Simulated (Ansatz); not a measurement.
Coupled-cluster diagnostics for B₇N₆⁺, Ansatz.

Geometry of the singlet (PBE-D4/def2-SVP):

```xyz
13

B     2.1664    0.9235   -1.1666
B     4.3203    1.8404   -2.3561
B     6.4678    2.8123   -3.5173
B    -4.3219   -1.8575    2.3397
B     0.0069    0.0013    0.0137
B    -2.1570   -0.9245    1.1832
B    -6.4949   -2.7400    3.5246
N    -1.0774   -0.4628    0.6027
N     5.4252    2.2974   -2.9764
N     1.0914    0.4635   -0.5764
N    -5.4317   -2.3506    2.9223
N     3.2563    1.3895   -1.7652
N    -3.2514   -1.3925    1.7717
```

Correlated methods freeze 13 core orbitals. Another isomer (singlet) lies 5.66 eV lower at PBE0-D4/def2-TZVP; other spin states weren't run for this one.

Estimate the CCSD(T) correlation energy, the shares of MP2 and (T), T1 and the reference's ⟨S²⟩ for: charge 1, singlet, own geometry in def2-SVP; and the rough time on 6 threads of Intel Xeon on a shared host.


| state | basis | correlation (eV) | MP2 share (%) | (T) share (%) | T1 | ⟨S²⟩ (pure) | wall time | remarks |
| --- | --- | --- | --- | --- | --- | --- | --- | --- |
| charge 1, singlet, own geometry | def2-SVP | -46.639 | 132.8 | 6.3 | 0.026 | 0.00 (0.00) | 6.5 min | flagged by the program, large T1, restricted SCF unstable |
Customary marks for T1 are 0.02 (closed shells), 0.045 (open shells) and about 0.05 (3d metals). T1 exceeds 0.02 in 1 of 1 rows and 0.045 in 0; the higher it lies, the less the single-reference result can be trusted.
